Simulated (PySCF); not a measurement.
SMILES [CH](C)(C)[Cd][O][SiH3] (C₃H₁₀CdOSi) (GFN2-xTB optimised geometry):

```
16

Cd     0.288     1.915     0.126
C      0.814     2.490     2.170
C      1.528     1.290     2.778
C     -0.512     2.754     2.871
H      1.452     3.377     2.208
H      1.699     1.458     3.844
H      0.918     0.388     2.674
H      2.499     1.121     2.304
H     -1.001     3.648     2.474
H     -0.348     2.908     3.940
H     -1.183     1.896     2.756
O     -1.024     0.308     0.000
Si    -0.490    -1.181     0.000
H     -0.949    -1.915    -1.188
H     -0.927    -1.886     1.219
H      1.024    -1.181     0.000
```

Level of theory: CAM-B3LYP/def2-TZVP, def2 effective core potentials past Kr (PySCF 2.14.0).

What are the frontier orbital energies and the dipole moment?

HOMO-2 -9.22 eV, HOMO-1 -8.85 eV, HOMO -8.10 eV, LUMO -1.78 eV, LUMO+1 0.34 eV; dipole moment 4.30 D.

On the same geometry PBE/def2-TZVP, def2 effective core potentials past Kr run with PySCF gives HOMO-2 -6.59 eV, HOMO-1 -6.06 eV, HOMO -5.74 eV, LUMO -3.31 eV, LUMO+1 -1.07 eV; dipole moment 4.13 D.
